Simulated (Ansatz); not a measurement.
Abridged output of a molecular run in Ansatz:

```
Functional definition: HF
1496 factors; integrals over basis functions are off by at most 1.3e-3 eV
mean field evaluation 1: about -70151.5166 eV, gradient 4.1e1 eV
mean field evaluation 2: about -70151.7583 eV, gradient 4.1e1 eV
mean field evaluation 4: about -70155.6144 eV, gradient 4.3e0 eV
mean field evaluation 8: about -70155.6837 eV, gradient 2.5e-1 eV
mean field -70155.68422358 eV, -2578.1738419860 hartree, gradient 3.1e-6 eV, S^2 0.000000; 0 other end points of the search recorded, 0 dependent functions left out
13 core orbitals not correlated: weight in the atoms' cores, before any rotation towards them, 1.000 or more for the frozen orbitals, at most 0.000 for the correlated occupied ones
reference -70155.68422358 eV, -2578.1738419860 hartree; 19, 19 occupied and 210, 210 virtual orbitals, 1496 factors
second order -25.38149506 eV of doubles, -0.00000000 eV of singles
cycle   1  -25.46221546 eV  change   -8.1e-2 eV  update   1.1e-1
cycle   2  -26.09125968 eV  change   -6.3e-1 eV  update   3.3e-2
cycle   3  -26.21978987 eV  change   -1.3e-1 eV  update   1.8e-2
cycle   4  -26.20509767 eV  change    1.5e-2 eV  update   5.1e-3
cycle   5  -26.20398486 eV  change    1.1e-3 eV  update   2.5e-3
cycle   6  -26.20526564 eV  change   -1.3e-3 eV  update   8.3e-4
cycle   7  -26.20485386 eV  change    4.1e-4 eV  update   3.4e-4
cycle   8  -26.20476477 eV  change    8.9e-5 eV  update   1.2e-4
cycle   9  -26.20482291 eV  change   -5.8e-5 eV  update   4.3e-5
cycle  10  -26.20481455 eV  change    8.4e-6 eV  update   1.8e-5
perturbative correction -1.10306497 eV, -0.0405368900 hartree
Total energy: -70182.99210311 eV, -2579.1773880486 hartree
```

Its atoms:

Z-matrix (Å, degrees):
```
C
C 1 1.331
H 1 1.085 2 122.2
H 1 1.086 2 121.5 3 -179.1
B 2 1.555 1 126.1 3 176.9
H 2 1.093 1 116.9 3 0.5
Se 5 1.957 2 124.7 1 26.0
O 5 1.359 2 121.6 1 -154.0
H 7 1.466 5 95.2 2 6.3
H 8 0.961 5 113.2 2 2.2
```

Problem. Which basis set was used?
A. def2-TZVPP
B. cc-pV(D+d)Z
C. def2-SVP
D. cc-pV(Q+d)Z

Solution. A. It gives 242 functions.

Problem. Write the keys of the input that set method, charge and spin (a neutral closed shell needs none for the last two).

Solution. 
```yaml
correlation: {method: ccsd_t}
```
